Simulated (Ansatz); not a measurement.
Al₈As₇H₂₂⁻, a nanocrystal cut from wurtzite AlAs (hydrogen-capped), relaxed as a singlet with RKS PBE-D4/def2-SVP in Ansatz, starting from the GFN2-xTB geometry. Force threshold 0.03 eV/Å.

Single mean-field runs in def2-SVP are fitted with def2-universal-jkfit.

Start:

Cartesian coordinates in Å:
```
As 4.047 -0.634 0.597
Al 3.675 -3.050 1.190
Al 2.192 1.158 0.751
As 0.811 0.535 -1.218
As 1.304 -2.722 0.578
Al 0.045 -1.888 -1.341
Al -0.993 2.202 -0.856
As -2.587 1.592 -2.787
As -2.367 -1.502 -1.315
Al -4.060 -0.447 -2.770
As 0.982 0.713 2.882
Al 1.853 -1.640 2.791
Al -0.032 2.693 1.839
As -2.240 1.783 1.258
Al -3.706 0.231 -0.062
H 4.399 -0.677 -0.884
H 5.418 -0.047 0.889
H 4.638 -3.886 0.260
H 3.566 -3.721 2.627
H 3.198 2.380 0.710
H 1.566 1.092 -2.434
H 0.579 -3.937 1.176
H 0.522 -2.542 -2.693
H -0.825 3.710 -1.311
H -1.671 1.426 -3.992
H -3.148 2.858 -3.410
H -3.060 -2.714 -0.680
H -4.206 -0.895 -4.278
H -5.417 -0.679 -1.979
H 2.321 1.415 3.247
H 3.423 -1.357 3.187
H 1.055 -2.418 3.911
H 0.816 3.179 0.506
H -0.164 3.881 2.869
H -2.782 3.104 0.638
H -4.576 -0.534 1.014
H -4.576 1.339 -0.911
```

```
step   energy (eV)  largest force component (eV/Å)  SCF passes
   1  -478871.0815                           1.132          18
   2  -478872.2674                           0.328          24
   3  -478872.6380                           0.366          20
   4  -478872.8988                           0.304          18
   5  -478873.1052                           0.235          20
   6  -478873.3000                           0.217          19
   7  -478873.4522                           0.196          19
   8  -478873.5540                           0.173          19
   9  -478873.6495                           0.157          19
  10  -478873.7384                           0.081          20
  11  -478873.7978                           0.124          20
  12  -478873.8342                           0.162          19
  13  -478873.8535                           0.232          19
  14  -478873.8717                           0.208          19
  15  -478873.8960                           0.135          18
  16  -478873.9098                           0.120          18
  17  -478873.9157                           0.138          18
  18  -478873.9191                           0.096          20
  19  -478873.9217                           0.031          20
  20  -478873.9226                           0.037          21
  21  -478873.9234                           0.039          21
  22  -478873.9242                           0.035          20
  23  -478873.9247                           0.025          21
```

Force components are those of the run's own axes.

End:

```xyz
37

As    4.218   -0.764    0.307
Al    3.400   -3.186    0.376
Al    2.653    1.210    0.191
As    0.910    0.516   -1.445
As    1.054   -2.567    0.969
Al   -0.034   -1.798   -1.122
Al   -0.758    2.360   -1.546
As   -2.530    1.514   -3.128
As   -2.460   -1.382   -0.825
Al   -3.387   -0.895   -3.091
As    1.422    1.075    2.323
Al    0.928   -1.270    3.127
Al   -0.269    2.934    2.472
As   -1.845    2.176    0.660
Al   -3.369    0.178    0.934
H     5.287   -0.600   -0.775
H     5.131   -0.474    1.497
H     3.555   -3.693   -1.146
H     4.193   -3.933    1.560
H     3.439    2.555   -0.186
H     1.603    0.510   -2.807
H     0.366   -3.906    1.238
H     0.305   -2.716   -2.392
H    -0.176    3.775   -2.026
H    -2.140    1.913   -4.552
H    -3.688    2.499   -2.983
H    -3.005   -2.771   -0.483
H    -2.571   -1.616   -4.279
H    -4.995   -0.838   -3.136
H     2.522    1.538    3.282
H     2.206   -1.714    4.005
H    -0.552   -1.355    3.736
H     0.439    4.298    1.982
H    -1.009    2.894    3.899
H    -2.829    3.343    0.557
H    -3.195   -0.468    2.390
H    -4.819    0.658    0.415
```

By distances, no bond broke or formed. The bond that changes most is As11–Al13, from 2.46 to 2.52 Å (atoms count from 1).

No frequencies were taken in this run, so the end may be a saddle point.

It took 2.4 min on 2 threads of AMD EPYC 7R13 on a shared host and a share (18 GiB) of an NVIDIA H100 80GB HBM3.
